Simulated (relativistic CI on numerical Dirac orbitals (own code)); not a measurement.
# Radial parameters of Yb IV

Method of calculation: Dirac-Coulomb-Breit CI, orbitals from a KLI potential per configuration, a model potential for QED, valence Slater integrals scaled by 0.85, P86 correlation energy added to each configuration (own radial code, finite nucleus).

Slater integrals F^k, G^k are unscaled and averaged over j, outside the closed core [Kr] 4d10 5s2; ζ comes from projecting the Hamiltonian with its Breit term on Σ l·s of the shell.

- 4f13.5p6: ζ(4f) = 2904.2 cm⁻¹; <r>(4f) = 0.7274, <r^2>(4f) = 0.6882 (bohr units).
- 4f12.5p6.5d: F^2(4f,4f) = 138910, F^4(4f,4f) = 87221, F^6(4f,4f) = 62770, ζ(4f) = 3051.5, F^2(4f,5d) = 30837, F^4(4f,5d) = 14726, G^1(4f,5d) = 13359, G^3(4f,5d) = 11057, G^5(4f,5d) = 8474.3, ζ(5d) = 1479.6 cm⁻¹; <r>(4f) = 0.6984, <r^2>(4f) = 0.6229, <r>(5d) = 1.961, <r^2>(5d) = 4.433 (bohr units).
- 4f12.5p6.6s: F^2(4f,4f) = 139410, F^4(4f,4f) = 87561, F^6(4f,4f) = 63022, ζ(4f) = 3045.9, G^3(4f,6s) = 3480.4 cm⁻¹; <r>(4f) = 0.6959, <r^2>(4f) = 0.6167, <r>(6s) = 2.862, <r^2>(6s) = 9.122 (bohr units).

In this model ζ of a weakly bound d, f or g electron outside closed shells comes out too small, for d by up to a factor of two or three and at times with the wrong sign; that of an outer p electron is too small as well.

For a near-neutral ion this model can misplace configurations by up to about 10,000 cm⁻¹ (more where the count of f electrons changes) and terms by 10 to 25 % of their spread. Rates follow the energies as ν³ (E1, M1) or ν⁵ (E2), so they and the lifetimes can be off by large factors. The fine structure of a lone outer electron comes out too small, for d and f at times inverted, and misplaced configurations move strength between like terms. 1 of the 65 excited levels that our extract of the measured tables holds in this range could be paired (the sources list more); they are missed by 306 cm⁻¹ on average and 306 at most, and levels without a partner can miss by more.

Averages of the first 10 configurations, taken without configuration mixing, which lowers the lowest level and can move excited configurations by several eV; other configurations of the list can lie among them:

```json
{"Configuration": "4f13.5p6", "Parity": "odd", "States": "14", "Average energy above the lowest level (eV)": "0.7"}
{"Configuration": "4f12.5p6.5d", "Parity": "even", "States": "910", "Average energy above the lowest level (eV)": "11.1"}
{"Configuration": "4f12.5p6.6s", "Parity": "even", "States": "182", "Average energy above the lowest level (eV)": "14.0"}
{"Configuration": "4f13.5p5.5d", "Parity": "even", "States": "840", "Average energy above the lowest level (eV)": "33.4"}
{"Configuration": "4f12.5p6.6p", "Parity": "odd", "States": "546", "Average energy above the lowest level (eV)": "20.3"}
{"Configuration": "4f14.5p5", "Parity": "odd", "States": "6", "Average energy above the lowest level (eV)": "26.9"}
{"Configuration": "4f12.5p6.5f", "Parity": "odd", "States": "1274", "Average energy above the lowest level (eV)": "29.8"}
{"Configuration": "4f12.5p6.6d", "Parity": "even", "States": "910", "Average energy above the lowest level (eV)": "28.1"}
{"Configuration": "4f12.5p6.7s", "Parity": "even", "States": "182", "Average energy above the lowest level (eV)": "28.2"}
{"Configuration": "4f13.5p5.5f", "Parity": "odd", "States": "1176", "Average energy above the lowest level (eV)": "51.1"}
```
